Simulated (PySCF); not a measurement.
From one molecule to another.

First species: C9HN.
Geometry (PBE0-D3(BJ)/def2-SVP, Å), atoms numbered from 1 in this order:
```xyz
11
C9HN angstrom
C     -5.0509   -0.2013    1.2615
C     -3.8716   -0.1818    0.9526
C     -2.5567   -0.1603    0.6084
C     -1.3674   -0.1408    0.2957
C     -0.0627   -0.1197   -0.0471
C      1.1279   -0.1003   -0.3621
C      2.4332   -0.0793   -0.7071
C      3.6187   -0.0606   -1.0229
C      4.9391   -0.0396   -1.3736
N      6.0650   -0.0218   -1.6726
H     -6.0912   -0.2187    1.5326
```

Second species: B₃H₆N.
Atom-mapped SMILES: `[BH2:1][N:2]([BH2:3])[BH2:4]` (hydrogens: H5, H6 on B1; H7, H8 on B3; H9, H10 on B4)

Levels: wB97X-D/def2-SVPD for dipole moment, HOMO energy, LUMO energy, HOMO–LUMO gap, static isotropic polarisability and electronic spatial extent ⟨r²⟩ about the centre of nuclear charge; TDDFT wB97X-D/def2-SVPD for lowest singlet excitation; TDA wB97X-D/def2-SVPD for lowest triplet excitation (Tamm–Dancoff); ΔSCF wB97X-D/def2-SVPD for vertical ionisation energy. Geometries: PBE0-D3(BJ)/def2-SVP. Each species is one conformer at its optimised geometry, gas phase, non-relativistic unless stated. Electronic properties by PySCF.

Values for the first species:

* Dipole moment: 5.94 D
* HOMO energy: -9.14 eV
* LUMO energy: -1.75 eV
* HOMO–LUMO gap: 7.39 eV
* Lowest singlet excitation: 2.91 eV
* Lowest triplet excitation (Tamm–Dancoff): 2.37 eV
* Static isotropic polarisability: 173.8 au
* Vertical ionisation energy: 9.20 eV
* Electronic spatial extent ⟨r²⟩ about the centre of nuclear charge: 3336 bohr²

Question: Estimate the same properties for the second species, and the change in each.

Answer: 
```tsv
property	first	second	second less first
dipole moment	5.94 D	0.00 D	-5.94 D
HOMO energy	-9.14 eV	-10.93 eV	-1.79 eV
LUMO energy	-1.75 eV	0.36 eV	+2.11 eV
HOMO–LUMO gap	7.39 eV	11.29 eV	+3.90 eV
lowest singlet excitation	2.91 eV	6.03 eV	+3.12 eV
lowest triplet excitation (Tamm–Dancoff)	2.37 eV	5.48 eV	+3.11 eV
static isotropic polarisability	173.8 au	50.5 au	-123.3 au
vertical ionisation energy	9.20 eV	11.46 eV	+2.26 eV
electronic spatial extent ⟨r²⟩ about the centre of nuclear charge	3336 bohr²	288 bohr²	-3048 bohr²
```

On the first: The principal polarisabilities are 58.2, 58.2 and 405.0 au; their mean is the isotropic value. The vertical singlet–triplet gap S1 − T1 is 0.54 eV (TDDFT singlet less Tamm–Dancoff triplet).

On the second: The principal polarisabilities are 36.7, 57.4 and 57.4 au; their mean is the isotropic value. In wavenumbers S1 is 48600 cm⁻¹ (1 eV = 8065.54 cm⁻¹).
